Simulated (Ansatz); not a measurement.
`CC[SiH2]I` and `CC[SiH2]CS` differ in one atom or group.

Ansatz, PBE0-D4/def2-TZVP geometries, multiplicity 1. Each molecule was computed in one conformer, which needn't be the lowest.

Elements past krypton have def2 core potentials.

| property | `CC[SiH2]I` |
| --- | --- |
| HOMO energy (PBE0/def2-TZVPP) / eV | -7.51 |
| HOMO energy (ωB97M-V/def2-TZVPP) / eV | -9.64 |
| size of the dipole moment (ωB97M-V/def2-TZVPP) / D | 2.10 |
| LUMO energy (PBE/def2-TZVPP) / eV | -1.26 |
| LUMO energy (ωB97M-V/def2-TZVPP) / eV | 1.36 |
| size of the dipole moment (PBE/def2-TZVPP) / D | 2.03 |

Question: What does the change do to each property? (Best estimate.)

Answer: The calculation gave: 
```tsv
property	`CC[SiH2]CS`	shift
HOMO energy (PBE0/def2-TZVPP) / eV	-6.72	0.79
HOMO energy (ωB97M-V/def2-TZVPP) / eV	-8.94	0.70
size of the dipole moment (ωB97M-V/def2-TZVPP) / D	1.45	-0.65
LUMO energy (PBE/def2-TZVPP) / eV	-0.60	0.66
LUMO energy (ωB97M-V/def2-TZVPP) / eV	2.01	0.65
size of the dipole moment (PBE/def2-TZVPP) / D	1.46	-0.57
```

With PBE0 the HOMO rises by 0.79 eV and the LUMO rises by 0.72 eV, so the gap narrows by about 0.07 eV. PBE moves the HOMO by 0.88 eV and ωB97M-V by 0.70 eV. Dipoles are sizes alone; their direction can turn.

Spin–orbit coupling is left out; it splits and shifts lone-pair levels of the heavy atoms by tenths of an eV.
